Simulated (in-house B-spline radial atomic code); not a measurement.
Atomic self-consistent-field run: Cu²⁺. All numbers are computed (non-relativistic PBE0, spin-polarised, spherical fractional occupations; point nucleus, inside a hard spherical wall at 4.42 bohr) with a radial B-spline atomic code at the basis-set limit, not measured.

Command:
```bash
python run_scf.py task.json out
```
Settings:
```
Z                29
configuration    [Ne] 3s2 3p5 3d10
hamiltonian      nr
method           pbe0
spin_polarised   True
wall_radius      4.42
```

Output (hartree, bohr):
```
 radial grid: 42 intervals, B-splines of order 8, outer radius 4.42 bohr

 iter        energy (Eh)    residual
    1       -1630.262429    3.93e-01
    2       -1628.785542    5.87e-01
    3       -1636.608101    4.15e-02
    4       -1636.624406    1.32e-02
    5       -1636.626939    5.55e-03
    6       -1636.626549    6.55e-03
    7       -1636.627844    1.41e-04
    8       -1636.627844    3.13e-05
    9       -1636.627844    3.38e-06
   10       -1636.627844    5.63e-08

 total energy                     -1636.62784
 kinetic                            1635.5117
 electron-nucleus                  -3893.1179
 Hartree                             686.9718
 exact exchange                      -16.0769
 exchange-correlation                -49.9165

 orbital      occ     eigenvalue          <r>       <r^2>       <1/r>     <1/r^3>       <r^4>       r_max
 1s up      1.000      -324.4361    0.0528952  0.00374956     28.5124           - 3.58303e-05     0.03489
 1s down    1.000      -324.4095    0.0528919  0.00374907     28.5138           - 3.58213e-05     0.03489
 2s up      1.000       -39.9091     0.238315   0.0669442      6.2037           -  0.00777176      0.1995
 2s down    1.000       -39.8872     0.238247    0.066892     6.20414           -  0.00775174      0.1995
 2p up      3.000       -35.0940     0.207612   0.0528111     6.15976     674.723  0.00562506      0.1594
 2p down    3.000       -35.0591     0.207646   0.0528206     6.15818     674.223  0.00562296      0.1595
 3s up      1.000        -5.3471     0.718055    0.595064     1.96714           -    0.574543      0.6209
 3s down    1.000        -5.2327      0.72054    0.599605     1.95975           -    0.585451      0.6216
 3p up      3.000        -3.8236      0.74635    0.656558      1.8396     85.5694    0.756189      0.6222
 3p down    2.000        -3.6578     0.752155    0.667928     1.82674     84.3357    0.788728       0.624
 3d up      5.000        -1.2545     0.892236     1.02717     1.48588     8.55019     2.56675      0.5957
 3d down    5.000        -1.1898     0.911095     1.07734     1.46581     8.35628     2.85544      0.5979
```

Time taken, with all properties: 0.12 s on 1 thread of Arm Neoverse V1, with other jobs on the host.

Caution: exact exchange at fractional occupations of open shells leaves self-interaction of up to several eV.
